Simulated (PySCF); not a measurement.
# Basis and Hamiltonian dependence of the ionisation energy of Hf²⁺

Hf²⁺ [Xe] 4f14 5d2 (3F) → Hf³⁺ [Xe] 4f14 5d1 (2D). Calculated with PySCF 2.14 from differences of total energies of unrestricted determinants, without spin-orbit coupling. Values in eV.

| basis | Hamiltonian | functions | UHF | LDA | PBE0 | MP2 (valence) | CCSD(T) (valence) | CCSD(T) (valence and next inner shell) |
| --- | --- | --- | --- | --- | --- | --- | --- | --- |
| cc-pVDZ-PP with ECP60MDF | ECP | 38 | 21.518 | n/a | 22.507 | 21.576 | n/a | n/a |
| def2-TZVP with the def2 core potential (60 electrons) | ECP | 40 | 21.434 | 22.483 | n/a | 21.501 | n/a | n/a |
| aug-cc-pVDZ-PP with ECP60MDF | ECP | 54 | 21.518 | 22.583 | 22.506 | 21.577 | 21.599 | n/a |
| def2-TZVPPD with the def2 core potential (60 electrons) | ECP | 59 | 21.453 | 22.480 | 22.410 | 21.541 | 21.570 | 21.881 |
| def2-QZVPPD with the def2 core potential (60 electrons) | ECP | 84 | 21.461 | 22.478 | 22.412 | 21.558 | 21.588 | 21.964 |
| aug-cc-pVTZ-PP with ECP60MDF | ECP | 88 | 21.537 | 22.581 | 22.506 | 21.629 | 21.659 | n/a |
| x2c-TZVPPall | spin-free X2C | 97 | 21.454 | 22.643 | 22.441 | 21.536 | 21.564 | 21.854 |
| cc-pVQZ-PP with ECP60MDF | ECP | 99 | 21.545 | 22.577 | 22.506 | 21.646 | n/a | n/a |
| x2c-TZVPPall with one added diffuse shell each of s, p, d, f type | spin-free X2C | 113 | 21.455 | 22.643 | 22.441 | 21.537 | 21.565 | 21.855 |
| aug-cc-pVTZ-PP with one added diffuse shell each of s, p, d, f, g type with ECP60MDF | ECP | 113 | 21.537 | 22.580 | 22.506 | 21.629 | n/a | n/a |
| x2c-QZVPPall | spin-free X2C | 144 | 21.527 | n/a | n/a | n/a | n/a | n/a |
| aug-cc-pwCVQZ-PP with ECP60MDF | ECP | 180 | 21.547 | 22.577 | 22.506 | 21.652 | n/a | n/a |
| aug-cc-pV5Z-PP with ECP60MDF | ECP | 197 | 21.547 | n/a | n/a | n/a | n/a | n/a |

Question: Estimate the row for ANO-RCC-VTZP (spin-free X2C, 104 functions).

Answer: From the rows with the same Hamiltonian and similar size; the calculation gives UHF 21.50; LDA 22.76; PBE0 22.53; MP2 (valence) 21.59; CCSD(T) (valence) 21.61; CCSD(T) (valence and next inner shell) 21.99 (eV).

Frozen in the all-electron rows: valence: [Xe] 4f14; valence and next inner shell: [Kr] 4d10 4f14; with a core potential, the same shells as far as they lie outside it.

Between the lowest levels the reference is 22.55 ± 0.04 eV (theoretical estimate listed by NIST; NIST Atomic Spectra Database, ionization energies); it includes spin-orbit coupling, which these numbers lack.
